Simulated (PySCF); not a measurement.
**SMILES C[Se]c1cc[o+]cc1, [C6H7OSe]+, charge +1**

Molfile (atoms numbered from 1):
```
C6H7OSe
     RDKit          3D

 15 15  0  0  0  0  0  0  0  0999 V2000
    2.7143    0.2341   -0.1429 C   0  0  0  0  0  0  0  0  0  0  0  0
    1.6169   -1.3340   -0.4139 Se  0  0  0  0  0  2  0  0  0  0  0  0
   -0.0711   -0.6527   -0.1358 C   0  0  0  0  0  0  0  0  0  0  0  0
   -1.1786   -1.5365   -0.2499 C   0  0  0  0  0  0  0  0  0  0  0  0
   -2.4375   -1.0586   -0.0488 C   0  0  0  0  0  0  0  0  0  0  0  0
   -2.6660    0.2156    0.2527 O   0  0  0  0  0  0  0  0  0  0  0  0
   -1.6615    1.0712    0.3682 C   0  0  0  0  0  0  0  0  0  0  0  0
   -0.3619    0.6974    0.1872 C   0  0  0  0  0  0  0  0  0  0  0  0
    3.7454   -0.1136   -0.2940 H   0  0  0  0  0  0  0  0  0  0  0  0
    2.6090    0.6090    0.8836 H   0  0  0  0  0  0  0  0  0  0  0  0
    2.4823    1.0043   -0.8900 H   0  0  0  0  0  0  0  0  0  0  0  0
   -1.0496   -2.5929   -0.4953 H   0  0  0  0  0  0  0  0  0  0  0  0
   -3.3543   -1.6474   -0.1113 H   0  0  0  0  0  0  0  0  0  0  0  0
   -1.9952    2.0802    0.6183 H   0  0  0  0  0  0  0  0  0  0  0  0
    0.4149    1.4538    0.2975 H   0  0  0  0  0  0  0  0  0  0  0  0
  1  2  1  0
  2  3  1  0
  3  4  2  0
  4  5  1  0
  5  6  2  0
  6  7  1  0
  7  8  2  0
  8  3  1  0
  1  9  1  0
  1 10  1  0
  1 11  1  0
  4 12  1  0
  5 13  1  0
  7 14  1  0
  8 15  1  0
M  CHG  1   6   1
M  END
```

The calculation used TDDFT CAM-B3LYP/aug-cc-pVDZ excited states, vertical, gas phase (PySCF 2.14.0). Geometry: PBE0-D3(BJ)/def2-SVP.

The calculation is non-relativistic, which matters for the atoms heavier than Zn.

(1) How strongly do the lowest singlets absorb one photon, and two photons of half the energy?

## Answers

(1) δ for parallel linear polarisation; σ at the peak of a Lorentzian of half width 0.1 eV, single beam; Ω is circular over linear.
| state | E (eV) | f | photon λ (nm) | δ (au) | σ (GM) | Ω | main |
| --- | --- | --- | --- | --- | --- | --- | --- |
| S1 | 4.06 | 0.331 | 611 | 405 | 2.45 | 0.88 | HOMO→LUMO 0.96 |
| S2 | 5.03 | 0.009 | 493 | 2.84 | 0.03 | 0.30 | HOMO→LUMO+1 0.90, HOMO−1→LUMO 0.09 |
| S3 | 5.55 | 0.123 | 447 | 80.4 | 0.91 | 1.42 | HOMO−1→LUMO 0.88, HOMO→LUMO+1 0.09 |
| S4 | 5.68 | 0.000 | 436 | 0.9 | 0.01 | 1.50 | HOMO→LUMO+2 0.80 |
| S5 | 5.73 | 0.003 | 433 | 8 | 0.10 | 1.50 | HOMO−2→LUMO 0.87 |
| S6 | 6.51 | 0.001 | 381 | 0.6 | 0.01 | 1.50 | HOMO−4→LUMO 0.83 |

Among these, the strongest one-photon state is S1, the strongest two-photon state S1.
